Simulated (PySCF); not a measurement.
Job file and geometry (Å, from GFN2-xTB) of an NMR shielding run on `InChI=1S/C3H11F2NSi3/c1-6-2-3(4,5)8-9-7/h2H,8-9H2,1,7H3/b6-2+`, GIAO PBE0/pcSseg-1 NMR shielding, non-relativistic, gas phase in PySCF 2.14.0, density-fitted response routines; density fitting, a coarse starting grid and PySCF grid level 2 are the driver's defaults:

```
$ OMP_NUM_THREADS=1 python probes_run.py task.json out

{"job": {"kind": "nmr", "xc": "PBE0", "basis": "pcSseg-1"}, "charge": 0, "multiplicity": 1}
C     -2.244692     0.743368    -0.907648
N     -1.072543     0.523455    -0.125946
C     -0.837153     1.199542     0.907186
C      0.390073     0.885297     1.683247
F      1.497866     1.427052     1.063268
F      0.342467     1.502897     2.902147
Si     0.631216    -1.043533     1.789997
Si     0.700807    -1.710106    -0.424662
Si     1.697362    -0.260955    -1.938087
H     -2.790304    -0.199163    -0.965175
H     -1.937475     1.009203    -1.919675
H     -2.897648     1.525507    -0.502185
H     -1.502958     1.975571     1.303594
H     -0.486001    -1.437927     2.659390
H      1.825869    -1.163493     2.633081
H      1.469900    -2.979594    -0.394701
H     -0.627492    -2.187144    -0.841773
H      0.935739     0.966351    -2.168933
H      3.039518     0.127903    -1.502820
H      1.860301    -0.893554    -3.253341
```

Question: What does the program print?

Answer: 
```
coarse grid: 18184 points
cycle   1  E = -1242.8375780316  dE =  7.667e-01  |g| = 6.764e-01  |ddm| = 3.958e+00
cycle   2  E = -1242.7371702474  dE =  1.004e-01  |g| = 1.050e+00  |ddm| = 1.036e+00
cycle   3  E = -1242.9158440155  dE = -1.787e-01  |g| = 1.039e-01  |ddm| = 6.634e-01
cycle   4  E = -1242.9171479490  dE = -1.304e-03  |g| = 7.073e-02  |ddm| = 1.167e-01
cycle   5  E = -1242.9181687392  dE = -1.021e-03  |g| = 1.291e-02  |ddm| = 6.078e-02
cycle   6  E = -1242.9182029713  dE = -3.423e-05  |g| = 3.672e-03  |ddm| = 1.669e-02
cycle   7  E = -1242.9182064139  dE = -3.443e-06  |g| = 5.325e-04  |ddm| = 4.842e-03
final grid: 162696 points
cycle   8  E = -1242.9801743814  dE = -4.013e-05  |g| = 7.479e-03  |ddm| = 2.633e-02
cycle   9  E = -1242.9801635947  dE =  1.079e-05  |g| = 1.070e-02  |ddm| = 1.533e-02
cycle  10  E = -1242.9801861854  dE = -2.259e-05  |g| = 1.456e-03  |ddm| = 9.145e-03
cycle  11  E = -1242.9801865749  dE = -3.894e-07  |g| = 5.329e-04  |ddm| = 1.376e-03
cycle  12  E = -1242.9801866284  dE = -5.354e-08  |g| = 1.745e-04  |ddm| = 4.484e-04
cycle  13  E = -1242.9801866340  dE = -5.589e-09  |g| = 2.954e-05  |ddm| = 1.348e-04
cycle  14  E = -1242.9801866342  dE = -2.010e-10  |g| = 5.560e-06  |ddm| = 4.259e-05
converged SCF energy = -1242.9801866342

GIAO shielding tensors (ppm)
atom      isotropic    diamagn.    paramagn.     s11        s22        s33       span
  0 C      138.891     245.785    -106.894    117.053    121.228    178.391     61.339
  1 N     -124.542     334.359    -458.901   -497.924   -127.576    251.874    749.798
  2 C       15.013     255.423    -240.410    -82.771     34.589     93.221    175.992
  3 C       53.705     249.431    -195.726     27.873     62.396     70.848     42.975
  4 F      289.956     477.056    -187.100    156.302    313.773    399.793    243.490
  5 F      307.219     472.050    -164.831    184.807    345.417    391.432    206.625
  6 Si     408.525     880.678    -472.153    366.093    410.301    449.181     83.088
  7 Si     478.521     880.338    -401.817    464.034    477.335    494.194     30.160
  8 Si     451.965     880.393    -428.429    419.929    461.115    474.850     54.921
  9 H       27.796      29.501      -1.705     24.202     27.442     31.743      7.541
 10 H       27.769      29.532      -1.763     24.081     27.756     31.471      7.390
 11 H       28.536      28.249       0.287     25.575     26.654     33.379      7.805
 12 H       23.598      31.216      -7.618     22.670     23.434     24.691      2.020
 13 H       27.747      29.550      -1.803     24.638     25.745     32.858      8.220
 14 H       27.577      29.271      -1.694     24.259     25.508     32.964      8.705
 15 H       28.152      28.990      -0.838     24.002     25.388     35.067     11.065
 16 H       28.181      30.714      -2.533     24.811     26.367     33.363      8.552
 17 H       28.497      30.733      -2.237     25.048     28.140     32.302      7.255
 18 H       28.020      29.355      -1.336     24.377     26.415     33.268      8.891
 19 H       28.008      28.888      -0.879     24.619     25.189     34.217      9.597
```

Question: Turn these shieldings into chemical shifts. Shifts are taken against calculated references (same method and geometry level): ¹³C (σref 186.93), ²⁹Si (σref 349.16), ¹H (σref 31.72) against TMS; NH3 for ¹⁵N (σref 267.73); CFCl3 for ¹⁹F (σref 170.95).

Answer: Averaging equivalent atoms: C 2: 171.9; C 3: 133.2; C 0: 48.0; N 1: 392.3; F 4/5: -127.6; Si 6: -59.4; Si 8: -102.8; Si 7: -129.4; H 12: 8.12; H 13/14: 4.05; H 9/10/11: 3.68; H 15/16: 3.55; H 17/18/19: 3.54 ppm. Unscaled 19F shifts against computed CFCl3 carry errors that often reach 10 to 50 ppm. Experimental scales use liquid or dissolved standards, which lie at an offset from isolated NH3 (liquid NH3: subtract about 20 ppm). Unscaled 15N shifts of sp2 nitrogen come out 20 to 40 ppm too high even then.

Size and cost of the density-fitted run: 229 basis functions, 97 s wall time on 1 thread of an Arm Neoverse N1, shared host; peak memory 1.1 GiB.
